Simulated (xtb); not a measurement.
C4H11Ge (SMILES CC(C)[CH][GeH3]), doublet, from a rough starting geometry; GFN2-xTB run with xtb 6.7.1.

Here is a job for xtb.
```
$ xtb mol.xyz --gfn 2 --uhf 1 --opt vtight --json

# file mol.xyz
16

C     -1.23558877    -0.79585526    -1.18806238
C     -0.40979571    -0.34236837     0.10797087
C     -1.43326558     0.28612431     1.09557782
C      0.61057794     0.62187846    -0.27004292
Ge     2.46485020     0.40907165     0.15185644
H     -2.28737742    -0.63831984    -1.03858435
H     -0.86324141    -0.32362789    -2.05224111
H     -1.02147246    -1.89688011    -1.35151321
H      0.01741674    -1.18306896     0.55414680
H     -1.95809859     1.11171547     0.66987137
H     -0.91552246     0.56603983     2.02607642
H     -2.21667600    -0.46106127     1.34694053
H      0.25457678     1.51599978    -0.76242854
H      3.13974305     1.77908055     0.19731435
H      3.16254706    -0.41775040    -0.87265692
H      2.69217703    -0.35619932     1.42457725
```

It wrote (shortened):

```
   ID    Z sym.   atoms
    1    6 C      1-4
    2   32 Ge     5
    3    1 H      6-16

           -------------------------------------------------
          |                Calculation Setup                |
           -------------------------------------------------

           -------------------------------------------------
          |                 G F N 2 - x T B                 |
           -------------------------------------------------

          ...................................................
          :                      SETUP                      :
          :.................................................:
          :  # basis functions                  37          :
          :  # atomic orbitals                  36          :
          :  # shells                           22          :
          :  # electrons                        31          :
          :  max. iterations                   250          :
          :  Hamiltonian                  GFN2-xTB          :
          :  restarted?                      false          :
          :  GBSA solvation                  false          :
          :  PC potential                    false          :
          :  electronic temp.          300.0000000     K    :
          :  accuracy                    1.0000000          :
          :  -> integral cutoff          0.2500000E+02      :
          :  -> integral neglect         0.1000000E-07      :
          :  -> SCF convergence          0.1000000E-05 Eh   :
          :  -> wf. convergence          0.1000000E-03 e    :
          :  Broyden damping             0.4000000          :
          :  net charge                          0          :
          :  unpaired electrons                  1          :
          ...................................................

 iter      E             dE          RMSdq      gap      omega  full diag
   1    -16.1220348 -0.161220E+02  0.381E+00    4.31       0.0  T
   2    -16.1660640 -0.440293E-01  0.467E+00    6.95       1.0  T
   3    -16.2133466 -0.472825E-01  0.221E+00    6.02       1.0  T
   4    -16.2067054  0.664112E-02  0.168E+00    6.31       1.0  T
   5    -16.2150957 -0.839026E-02  0.127E-01    5.88       1.0  T
   6    -16.2151295 -0.337915E-04  0.554E-02    5.85       1.0  T
   7    -16.2151319 -0.244691E-05  0.143E-02    5.85       1.7  T
   8    -16.2151331 -0.117311E-05  0.356E-03    5.85       7.0  T
   9    -16.2151331 -0.296621E-07  0.765E-04    5.85      32.7  T
[...]
 * total energy  :   -16.0116873 Eh     change       -0.2937984E-05 Eh
 * total energy  :   -16.0116909 Eh     change       -0.3650052E-05 Eh
 * total energy  :   -16.0116956 Eh     change       -0.4655697E-05 Eh
 * total energy  :   -16.0117013 Eh     change       -0.5715471E-05 Eh
 * total energy  :   -16.0117089 Eh     change       -0.7547235E-05 Eh
 * total energy  :   -16.0117168 Eh     change       -0.7932510E-05 Eh
 * total energy  :   -16.0117225 Eh     change       -0.5677042E-05 Eh
 * total energy  :   -16.0117254 Eh     change       -0.2939247E-05 Eh
 * total energy  :   -16.0117271 Eh     change       -0.1685822E-05 Eh
 * total energy  :   -16.0117279 Eh     change       -0.7949516E-06 Eh
 * total energy  :   -16.0117281 Eh     change       -0.2501633E-06 Eh
 * total energy  :   -16.0117282 Eh     change       -0.7135947E-07 Eh
   *** GEOMETRY OPTIMIZATION CONVERGED AFTER 39 ITERATIONS ***
         :: total energy             -16.011728216495 Eh    ::
[...]
 Mol. C8AA /au·bohr⁸  :      85569.515876
 Mol. α(0) /au        :         81.044808

Wiberg/Mayer (AO) data.
largest (>0.10) Wiberg bond orders for each atom

 ---------------------------------------------------------------------------
     #   Z sym  total        # sym  WBO       # sym  WBO       # sym  WBO
 ---------------------------------------------------------------------------
     1   6 C    3.993 --     7 H    0.987     8 H    0.986     6 H    0.981
                             2 C    0.963
     2   6 C    3.996 --     4 C    1.076     3 C    0.985     1 C    0.963
                             9 H    0.963
     3   6 C    3.995 --    11 H    0.987    10 H    0.986     2 C    0.985
                            12 H    0.984
     4   6 C    3.371 --     2 C    1.076     5 Ge   1.061    13 H    0.966
     5  32 Ge   3.688 --     4 C    1.061    14 H    0.868    16 H    0.863
                            15 H    0.850
     6   1 H    0.998 --     1 C    0.981
     7   1 H    0.998 --     1 C    0.987
     8   1 H    0.999 --     1 C    0.986
     9   1 H    0.999 --     2 C    0.963
    10   1 H    0.998 --     3 C    0.986
    11   1 H    0.999 --     3 C    0.987
    12   1 H    0.998 --     3 C    0.984
    13   1 H    0.999 --     4 C    0.966
    14   1 H    0.999 --     5 Ge   0.868
    15   1 H    0.998 --     5 Ge   0.850
    16   1 H    0.999 --     5 Ge   0.863
 ---------------------------------------------------------------------------

Topologies differ in total number of bonds
Writing topology from bond orders to xtbtopo.mol

molecular dipole:
                 x           y           z       tot (Debye)
 q only:       -0.390      -0.084      -0.039
   full:       -0.592      -0.058      -0.082       1.525
molecular quadrupole (traceless):
                xx          xy          yy          xz          yz          zz
 q only:       -0.901      -0.069       0.464      -0.117       0.113       0.437
  q+dip:       -2.588      -0.310       2.044      -0.107      -0.840       0.544
   full:       -2.421      -0.072       1.590      -0.121      -0.420       0.831

optimized geometry written to: xtbopt.xyz

           -------------------------------------------------
          | TOTAL ENERGY              -16.011728216495 Eh   |
          | GRADIENT NORM               0.000111970686 Eh/α |
          | HOMO-LUMO GAP               6.073303046397 eV   |
           -------------------------------------------------

normal termination of xtb
```
